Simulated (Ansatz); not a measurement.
Geometry optimisation, Ansatz 0.2.0, RKS r2SCAN-D4/def2-SVP.

input.yaml

```yaml
crystal:
  periodic: [false, false, false]
  atoms:
    - { symbol: B, position_ang: [-0.241822, 0.473508, 0.296994] }
    - { symbol: "N", position_ang: [0.768455, -0.480734, -0.188156] }
    - { symbol: O, position_ang: [-1.534448, 0.319772, -0.078902] }
    - { symbol: H, position_ang: [-1.527617, -0.471717, -0.634609] }
    - { symbol: Cl, position_ang: [0.223617, 1.803827, 1.366064] }
    - { symbol: H, position_ang: [0.564736, -1.250901, -0.812419] }
    - { symbol: H, position_ang: [1.746979, -0.393655, 0.050928] }
basis:
  gaussian: { orbitals: def2-SVP }
hamiltonian:
  xc: r2scan
  dispersion: d4
relax:
  f_tol: 0.03
  max_steps: 50
```

Command:

```bash
$ ansatz run input.yaml --threads 2 --pin off --max-ram 3072MiB --backend cpu --events-out ev --progress --plain --runs-dir out
```

Problem. Where does it end, and by what steps?

Solution. The run converged. After 6 steps the energy has fallen by 0.147 eV; H4 moved furthest, 0.21 Å.

```
step  energy less start (eV)  largest force component (eV/Å)  accepted
   0                  0.0000                           1.595       yes
   1                 -0.1019                           0.739       yes
   2                 -0.1397                           0.408       yes
   3                 -0.1421                           0.301       yes
   4                 -0.1419                           0.238        no
   5                 -0.1463                           0.066       yes
   6                 -0.1466                           0.004       yes
```

```xyz
7
Properties=species:S:1:pos:R:3
B -0.209 0.409 0.259
N 0.802 -0.464 -0.182
O -1.527 0.318 -0.067
H -1.728 -0.424 -0.649
Cl 0.249 1.759 1.336
H 0.646 -1.256 -0.792
H 1.767 -0.342 0.096
```

Whether the end is a true minimum wasn't checked by a vibrational analysis.

Run time: 10 s on 2 threads of Intel(R) Xeon(R) Platinum 8488C (Sapphire Rapids) (shared host), peak memory 0.17 GiB.
